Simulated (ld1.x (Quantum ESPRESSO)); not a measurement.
**How hard is this O ultrasoft potential?**

ld1.x (Quantum ESPRESSO) 7.5 input, shortened:

```
&input
   title='O', zed=8., rel=1, dft='PBE', iswitch=3,
   config='[He] 2s2 2p3 3d-2'
 /
 &inputp
   pseudotype=3, tm=.true., lloc=-1, rcloc=1.25,
   nlcc=.true., new_core_ps=.true., rcore=0.55,
   which_augfun='PSQ', rmatch_augfun=0.50
 /
5
2S  1  0   2.00   0.00  0.70  0.95  0.0
2S  1  0   0.00  -2.30  0.70  0.95  0.0
2P  2  1   3.00   0.00  1.40  1.95  0.0
2P  2  1   0.00  -1.45  1.40  1.95  0.0
3D  3  2  -2.00  -0.10  1.35  1.80  0.0
 &test
   configts(1)='2s2 2p3'
 /
```

The pseudo-atom Hamiltonian at the reference potential is diagonalised in spherical Bessel functions j_l(qr) that vanish at 20 bohr, with q² up to the cutoff. All-electron valence levels (Ry): 2s -2.9152, 2p -1.7971.

How do the lowest levels (Ry) of each channel move with the cutoff, and are there ghosts?

```json
{"cutoff (Ry)": "8", "s #1": "-2.8043", "s #2": "-0.4336", "p #1": "-1.5985", "d #1": "-0.1312", "d #2": "-0.0410", "f #1": "-0.0415", "f #2": "0.0700", "Σ f·Δε (mRy)": "817.6"}
{"cutoff (Ry)": "10", "s #1": "-2.8604", "s #2": "-0.4408", "p #1": "-1.7002", "d #1": "-0.1314", "d #2": "-0.0412", "f #1": "-0.0415", "f #2": "0.0700", "Σ f·Δε (mRy)": "400.1"}
{"cutoff (Ry)": "15", "s #1": "-2.9052", "s #2": "-0.4466", "p #1": "-1.7890", "d #1": "-0.1316", "d #2": "-0.0415", "f #1": "-0.0415", "f #2": "0.0700", "Σ f·Δε (mRy)": "44.2"}
{"cutoff (Ry)": "18", "s #1": "-2.9131", "s #2": "-0.4476", "p #1": "-1.7951", "d #1": "-0.1317", "d #2": "-0.0416", "f #1": "-0.0415", "f #2": "0.0700", "Σ f·Δε (mRy)": "10.3"}
{"cutoff (Ry)": "25", "s #1": "-2.9148", "s #2": "-0.4477", "p #1": "-1.7968", "d #1": "-0.1318", "d #2": "-0.0417", "f #1": "-0.0415", "f #2": "0.0700", "Σ f·Δε (mRy)": "1.7"}
{"cutoff (Ry)": "30", "s #1": "-2.9149", "s #2": "-0.4477", "p #1": "-1.7969", "d #1": "-0.1318", "d #2": "-0.0417", "f #1": "-0.0415", "f #2": "0.0700", "Σ f·Δε (mRy)": "1.2"}
{"cutoff (Ry)": "40", "s #1": "-2.9149", "s #2": "-0.4478", "p #1": "-1.7970", "d #1": "-0.1318", "d #2": "-0.0417", "f #1": "-0.0415", "f #2": "0.0700", "Σ f·Δε (mRy)": "0.8"}
{"cutoff (Ry)": "45", "s #1": "-2.9149", "s #2": "-0.4478", "p #1": "-1.7970", "d #1": "-0.1318", "d #2": "-0.0417", "f #1": "-0.0415", "f #2": "0.0700", "Σ f·Δε (mRy)": "0.8"}
{"cutoff (Ry)": "400", "s #1": "-2.9153", "s #2": "-0.4478", "p #1": "-1.7971", "d #1": "-0.1318", "d #2": "-0.0417", "f #1": "-0.0415", "f #2": "0.0700", "Σ f·Δε (mRy)": "0.0"}
```

Result: no extra level below or beside the all-electron valence levels (s, p, d, f tested); 10 mRy is reached at 21 Ry and 1 mRy at 35 Ry.
